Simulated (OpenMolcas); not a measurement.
# Computed transition rates of Nb2+

```json
{
  "Program": "OpenMolcas 26.06",
  "Method": "MS-CASPT2, IPEA 0.25 Eh, imaginary shift 0.1 Eh (closed shells correlated: 4s 4p)",
  "Basis": "ANO-R3 [8s6p6d3f2g1h]",
  "Scalar Hamiltonian": "X2C, finite nucleus",
  "Active space": "3 electrons in 6 orbitals (4d 5s)",
  "State averaging": "2S+1 = 4 even, 20 roots; 2S+1 = 2 even, 70 roots kept (CI in the orbitals of an earlier block)",
  "Spin-orbit coupling": "state interaction with AMFI integrals over the reference wave functions, term energies averaged over their components"
}
```

Rates come from the transition moments of the reference wave functions (E1 and E2 in the length form). At fixed line strength A goes as λ^-3 for E1 and M1 and as λ^-5 for E2, so a rate at the computed wavelength can be rescaled to the measured one. Measured vacuum wavelengths follow from level energies in the list in Shadmi, J. Res. Natl. Bur. Stand. 70A, 435 (1966). Branching counts decays inside the model space alone, at computed energies, and the table is only a selection of the E2 and M1 lines, drawn from those between levels with measured partners whose computed energy lies within a factor of 1.5 of the measured one.

```json
{"Upper": "4d³ ⁴F_5/2", "Lower": "4d³ ⁴F_3/2", "Type": "M1", "λ computed (nm)": "18560", "λ measured (nm)": "19390", "A computed (s-1)": "6.73e-03", "A rescaled (s-1)": "5.90e-03", "Branching %": "100.0"}
{"Upper": "4d³ ⁴F_7/2", "Lower": "4d³ ⁴F_5/2", "Type": "M1", "λ computed (nm)": "14580", "λ measured (nm)": "15130", "A computed (s-1)": "1.39e-02", "A rescaled (s-1)": "1.24e-02", "Branching %": "100.0"}
{"Upper": "4d³ ⁴F_9/2", "Lower": "4d³ ⁴F_7/2", "Type": "M1", "λ computed (nm)": "12720", "λ measured (nm)": "13120", "A computed (s-1)": "1.31e-02", "A rescaled (s-1)": "1.19e-02", "Branching %": "100.0"}
{"Upper": "4d³ ⁴P_5/2", "Lower": "4d³ ⁴P_3/2 [69 %]", "Type": "M1", "λ computed (nm)": "8874", "λ measured (nm)": "10140", "A computed (s-1)": "1.67e-02", "A rescaled (s-1)": "1.12e-02", "Branching %": "32.9"}
{"Upper": "4d³ ²H_9/2", "Lower": "4d³ ²G_9/2", "Type": "M1", "λ computed (nm)": "3125", "λ measured (nm)": "3213", "A computed (s-1)": "7.50e-02", "A rescaled (s-1)": "", "Branching %": "49.1"}
{"Upper": "4d³ ²H_11/2", "Lower": "4d³ ²G_9/2", "Type": "M1", "λ computed (nm)": "2827", "λ measured (nm)": "2891", "A computed (s-1)": "4.91e-02", "A rescaled (s-1)": "", "Branching %": "95.6"}
{"Upper": "4d³ ²H_9/2", "Lower": "4d³ ²G_7/2", "Type": "M1", "λ computed (nm)": "2650", "λ measured (nm)": "2717", "A computed (s-1)": "5.85e-02", "A rescaled (s-1)": "", "Branching %": "38.3"}
{"Upper": "4d³ ²G_9/2", "Lower": "4d³ ⁴F_9/2", "Type": "M1", "λ computed (nm)": "1271", "λ measured (nm)": "1271", "A computed (s-1)": "2.00e-01", "A rescaled (s-1)": "", "Branching %": "67.4"}
{"Upper": "4d³ ²G_7/2", "Lower": "4d³ ⁴F_7/2", "Type": "M1", "λ computed (nm)": "1238", "λ measured (nm)": "1241", "A computed (s-1)": "8.87e-02", "A rescaled (s-1)": "", "Branching %": "47.1"}
{"Upper": "4d³ ²G_9/2", "Lower": "4d³ ⁴F_7/2", "Type": "M1", "λ computed (nm)": "1155", "λ measured (nm)": "1159", "A computed (s-1)": "9.47e-02", "A rescaled (s-1)": "", "Branching %": "31.9"}
{"Upper": "4d³ ⁴P_3/2 [69 %]", "Lower": "4d³ ⁴F_3/2", "Type": "M1", "λ computed (nm)": "1142", "λ measured (nm)": "1162", "A computed (s-1)": "1.86e-02", "A rescaled (s-1)": "", "Branching %": "36.2"}
{"Upper": "4d³ ²G_7/2", "Lower": "4d³ ⁴F_5/2", "Type": "M1", "λ computed (nm)": "1141", "λ measured (nm)": "1147", "A computed (s-1)": "9.59e-02", "A rescaled (s-1)": "", "Branching %": "50.9"}
{"Upper": "4d³ ⁴P_1/2", "Lower": "4d³ ⁴F_3/2", "Type": "E2", "λ computed (nm)": "1125", "λ measured (nm)": "1154", "A computed (s-1)": "2.24e-02", "A rescaled (s-1)": "1.97e-02", "Branching %": "67.6"}
{"Upper": "4d³ ²F_5/2", "Lower": "4d³ ²G_7/2", "Type": "E2", "λ computed (nm)": "928.4", "λ measured (nm)": "931.2", "A computed (s-1)": "9.33e-02", "A rescaled (s-1)": "9.19e-02", "Branching %": "32.5"}
{"Upper": "4d³ ²D_5/2(1)", "Lower": "4d³ ⁴F_7/2", "Type": "M1", "λ computed (nm)": "826.7", "λ measured (nm)": "839.1", "A computed (s-1)": "3.68e-01", "A rescaled (s-1)": "", "Branching %": "72.5"}
{"Upper": "4d² 5s ²F_7/2", "Lower": "4d³ ²H_11/2", "Type": "E2", "λ computed (nm)": "473", "λ measured (nm)": "458.4", "A computed (s-1)": "6.71e+00", "A rescaled (s-1)": "7.85e+00", "Branching %": "48.4"}
{"Upper": "4d² 5s ⁴F_3/2", "Lower": "4d³ ⁴F_5/2", "Type": "E2", "λ computed (nm)": "402.2", "λ measured (nm)": "404.8", "A computed (s-1)": "5.39e+00", "A rescaled (s-1)": "5.22e+00", "Branching %": "42.8"}
{"Upper": "4d² 5s ⁴F_3/2", "Lower": "4d³ ⁴F_3/2", "Type": "E2", "λ computed (nm)": "393.7", "λ measured (nm)": "396.5", "A computed (s-1)": "6.23e+00", "A rescaled (s-1)": "6.01e+00", "Branching %": "49.5"}
{"Upper": "4d² 5s ⁴F_9/2", "Lower": "4d³ ⁴F_9/2", "Type": "E2", "λ computed (nm)": "393.3", "λ measured (nm)": "393.2", "A computed (s-1)": "9.94e+00", "A rescaled (s-1)": "9.95e+00", "Branching %": "70.4"}
{"Upper": "4d² 5s ²D_3/2 [72 %]", "Lower": "4d³ ²G_7/2", "Type": "E2", "λ computed (nm)": "368.6", "λ measured (nm)": "366.3", "A computed (s-1)": "1.13e+01", "A rescaled (s-1)": "1.17e+01", "Branching %": "48.0"}
{"Upper": "4d² 5s ²G_9/2", "Lower": "4d³ ²H_11/2", "Type": "E2", "λ computed (nm)": "359.1", "λ measured (nm)": "362.2", "A computed (s-1)": "1.57e+01", "A rescaled (s-1)": "1.50e+01", "Branching %": "54.4"}
{"Upper": "4d² 5s ²G_7/2", "Lower": "4d³ ²H_9/2", "Type": "E2", "λ computed (nm)": "354.7", "λ measured (nm)": "356.8", "A computed (s-1)": "1.81e+01", "A rescaled (s-1)": "1.76e+01", "Branching %": "62.9"}
{"Upper": "4d² 5s ²G_9/2", "Lower": "4d³ ²G_9/2", "Type": "E2", "λ computed (nm)": "318.6", "λ measured (nm)": "321.8", "A computed (s-1)": "1.00e+01", "A rescaled (s-1)": "9.51e+00", "Branching %": "34.8"}
{"Upper": "4d² 5s ⁴P_3/2", "Lower": "4d³ ⁴F_7/2", "Type": "E2", "λ computed (nm)": "291.4", "λ measured (nm)": "297.3", "A computed (s-1)": "1.58e+01", "A rescaled (s-1)": "1.43e+01", "Branching %": "37.0"}
{"Upper": "4d² 5s ⁴P_1/2", "Lower": "4d³ ⁴F_3/2", "Type": "E2", "λ computed (nm)": "283.1", "λ measured (nm)": "289.7", "A computed (s-1)": "2.37e+01", "A rescaled (s-1)": "2.11e+01", "Branching %": "50.2"}
```

Spin-changing lines and M1 lines between different terms are not rescaled, since their strength hangs on the term gaps too.

The largest correction is for 4d³ ⁴P_5/2 → 4d³ ⁴P_3/2 [69 %] (M1): 1.67e-02 × (8874 / 10140)^3 = 1.12e-02 s-1, a factor of 0.67.

The computed rate and branching of 4d³ ⁴F_5/2 → 4d³ ⁴F_3/2 give the upper level a radiative lifetime of 1.000 / 6.73e-03 s-1 = 1.49e+02 s, counting decays inside the model space alone. The rescaled rate gives about 1.7e+02 s.

The computed order of these levels differs from the measured one in 2 places, and where term gaps are wrong the rates of spin-changing lines can be off by large factors.

These are rates of the free ion; in crystals, glasses and complexes forced electric-dipole and non-radiative decay shorten such lifetimes by orders of magnitude. No measured rate stands beside these. Rescaling mends the energy factor alone: line strengths can still be far off where a level mixes with configurations outside the active space, and weak or spin-changing lines hang on small mixing coefficients that depend on the term gaps too, so rescaling need not improve them.

Term energies are means over components that CASPT2 splits; among the terms shown or strongly mixed into the levels shown the widest spread is 960 cm-1 (4d² 5s ²G). Some levels mix across a computed gap that differs much from the measured one, so their mixing is not that of the real levels. Terms from blocks run as CI alone lack orbitals of their own. A single d shell beside an s shell can misplace configurations of different d count against each other. The CASPT2 spread within a term exceeds the gap to the next term for 4d³ ⁴P and 4d³ ²G, 4d³ ²D(1) and 4d³ ²H, so the order of their levels is uncertain. Computed and measured levels are paired by configuration, term and J; levels that our copy of the source lacks, or whose pairing is in doubt (as where it misses far off the trend of its configuration), stay unpaired. Levels of configurations outside the active space are missing.

A share in square brackets marks a mixed level and gives the weight of the term that names it. A number in round brackets counts repeated terms of one configuration in the order of the reference energies.
